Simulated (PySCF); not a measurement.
## Electron correlation in S(2+) (sulfur, charge +2)

[Ne] 3s1 3p3, high-spin 5S determinant (an excited configuration). Calculation: PySCF 2.14, in aug-cc-pwCVDZ (6s5p3d, 36 functions); the non-relativistic Hamiltonian (point nucleus). Frozen: [Ne]; 4 electrons correlated.

| level | correlation energy (mhartree) |
| --- | --- |
| CCSD | -26.77 |
| (T) | -0.09 |
| CCSD(T) | -26.86 |
| CCSDT | -26.89 |

Diagnostics: T1 = 0.00065, D1 = 0.0015, largest double amplitude 0.047.

Cost of the coupled-cluster step: about 0.19 core-seconds, for 4 correlated electrons.

Iterations:

```
CC2 = 0
CCSD nocc = (np.int64(4), np.int64(0)), nmo = (31, 31)
frozen orbitals [[0, 1, 2, 3, 4], [0, 1, 2, 3, 4]]
max_cycle = 100
direct = 0
conv_tol = 1e-08
conv_tol_normt = 1e-06
diis_space = 8
diis_start_cycle = 0
Init t2, MP2 energy = -0.0196880215707172
Init E_corr(UCCSD) = -0.0196880215710643
cycle = 1  E_corr(UCCSD) = -0.0248360426111591  dE = -0.00514802104  norm(t1,t2) = 0.0249642
cycle = 2  E_corr(UCCSD) = -0.0262308670901677  dE = -0.00139482448  norm(t1,t2) = 0.00703994
cycle = 3  E_corr(UCCSD) = -0.0267675338146447  dE = -0.000536666724  norm(t1,t2) = 0.00200454
cycle = 4  E_corr(UCCSD) = -0.0267649631866914  dE = 2.57062795e-06  norm(t1,t2) = 4.96257e-05
cycle = 5  E_corr(UCCSD) = -0.0267651443028363  dE = -1.81116145e-07  norm(t1,t2) = 3.30507e-06
cycle = 6  E_corr(UCCSD) = -0.0267650895130855  dE = 5.47897508e-08  norm(t1,t2) = 3.48064e-07
cycle = 7  E_corr(UCCSD) = -0.026765097549246  dE = -8.03616055e-09  norm(t1,t2) = 4.93316e-08
UCCSD converged
E(UCCSD) = -396.1579122201285  E_corr = -0.02676509754924605
UCCSD(T) correction = -9.00860477697985e-05
```
